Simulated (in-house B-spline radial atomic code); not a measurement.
**RPA and G0W0 on PBE: the fluorine ion F²⁺**

Configuration [He] 2s2 2p3, highest spin, mean-field start PBE. Computed with an all-electron radial atomic-structure program (B-spline basis): all electrons, non-relativistic, point nucleus, each spin shell either full or empty, empty states to l = 9 with an (l + 1/2)⁻⁴ tail; G0W0 by contour deformation at full frequency.

Command:
```bash
python run_gw.py task.json out
```
Settings (radii: box in bohr, nucleus in fm):
```
Z                        9
electrons                7
configuration            [He] 2s2 2p3
hamiltonian              nr
method                   pbe,pbe
lmax                     9
spin_polarised           True
box_radius               17.55
intervals                47
```

Time taken, with all properties: 0.6 s on 1 thread of Arm Neoverse V2, on a shared host.

Energies (hartree):

```csv
term,value
mean-field total,-97.72528
Hartree-Fock functional on these orbitals,-97.60909
direct second order,-0.41523
second-order exchange,0.19596
SOSEX correction,0.17171
```

Q: What is the RPA correlation energy, and what remains with SOSEX?

A: RPA gives -0.35799 hartree (-1.39 eV per electron); RPA + SOSEX gives -0.18628, and the second-order doubles -0.21928 hartree (no singles). SOSEX takes back 48 % of the RPA value.

Quasi-particle levels (eV):

```json
{"level": "2p up", "occupied": "yes", "mean field": "-51.57", "Σx - vxc": "-12.37", "Σc": "?", "QP weight": "?", "G0W0": "?"}
{"level": "2s down", "occupied": "yes", "mean field": "-63.20", "Σx - vxc": "-7.83", "Σc": "-1.70", "QP weight": "0.934", "G0W0": "-72.73"}
{"level": "2p down", "occupied": "no", "mean field": "-44.27", "Σx - vxc": "13.35", "Σc": "-4.40", "QP weight": "0.937", "G0W0": "-35.33"}
```

G0W0 = mean field + (Σx - vxc) + Σc, with Σc (partial-wave tail included) taken at the quasi-particle energy. Levels of low weight are left out.

Q: Where does G0W0 put 2p up?

A: At -62.15 eV, with Σc = 1.79 eV and a quasi-particle weight of 0.923. The tabulated removal energy is 62.708 eV (NIST, semi-empirical).
